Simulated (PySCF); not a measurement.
## Bonding in `CC(=O)/C(=C\C#N)C[SiH3]`

Compound: C₆H₉NOSi.
Numbering: `[CH3:1][C:2](=[O:3])/[C:4](=[CH:5]\[C:6]#[N:7])[CH2:8][SiH3:9]` (hydrogens: H10, H11, H12 on C1; H13 on C5; H14, H15 on C8; H16, H17, H18 on Si9)

Geometry (GFN2-xTB, Å), atoms numbered from 1 in this order:
```xyz
18
C6H9NOSi angstrom
C     -1.9932    0.4229    0.9029
C     -0.8974   -0.5860    0.7075
O     -0.7245   -1.5099    1.4689
C      0.0166   -0.3938   -0.4615
C     -0.3678    0.1280   -1.6415
C     -1.6530    0.5582   -1.9953
N     -2.6852    0.9185   -2.3490
C      1.4067   -0.8342   -0.2214
Si     2.3432    0.4771    0.8246
H     -1.6383    1.4315    0.7065
H     -2.8059    0.2102    0.2100
H     -2.3762    0.3458    1.9177
H      0.3519    0.2047   -2.4496
H      1.9346   -1.0075   -1.1582
H      1.3876   -1.7621    0.3503
H      1.6669    0.6409    2.1083
H      3.7137   -0.0020    0.9865
H      2.3116    1.7400    0.0816
```

Bond orders from the PBE0/pcSseg-1 density (PySCF). The structure is a single GFN2-xTB conformer in the gas phase; no vibrational or solvent corrections.

(1) Where do the orders between heavy atoms depart from those drawn in the SMILES?

(2) Give the Mayer order of every bond, beside its length.

Answers

(1) The largest departure is 0.263, at C4–C5 (drawn double, 1.737). Drawn single, order below 0.88: C8–Si9 (0.860).

(2) 
```tsv
bond	drawn as	length (Å)	Mayer order
C1–C2	single	1.502	1.033
C2–O3	double	1.210	1.994
C2–C4	single	1.496	0.915
C4–C5	double	1.346	1.737
C5–C6	single	1.401	1.083
C6–N7	triple	1.149	2.959
C4–C8	single	1.478	1.083
C8–Si9	single	1.921	0.860
C1–H10	single	1.087	0.949
C1–H11	single	1.089	0.915
C1–H12	single	1.087	0.947
C5–H13	single	1.085	0.919
C8–H14	single	1.089	0.946
C8–H15	single	1.090	0.913
Si9–H16	single	1.460	0.947
Si9–H17	single	1.461	0.946
Si9–H18	single	1.466	0.944
```

Bonds between the same two heavy elements. C–C: lowest C2–C4 (0.915, 1.496 Å), highest C4–C5 (1.737, 1.346 Å); in 1 of the 10 pairs the longer bond (by over 0.003 Å) has the higher order (by 0.02 or more).

**Question.** Sum the orders of all bonds at each heavy atom with more than one neighbour and set the sums beside the valence in the SMILES.

**Answer.** C1 3.844 (drawn 4), C2 3.942 (drawn 4), C4 3.735 (drawn 4), C5 3.739 (drawn 4), C6 4.042 (drawn 4), C8 3.802 (drawn 4), Si9 3.697 (drawn 4). Orders between atoms that aren't bonded are not in these sums.

Mayer orders depend on the basis set.

The run behind these numbers computed NMR shieldings as well. Time: 88 s of wall time (with the writing of density and orbital grids); peak memory 0.93 GiB. Hardware: one thread of an Arm Neoverse N1, on a shared host.
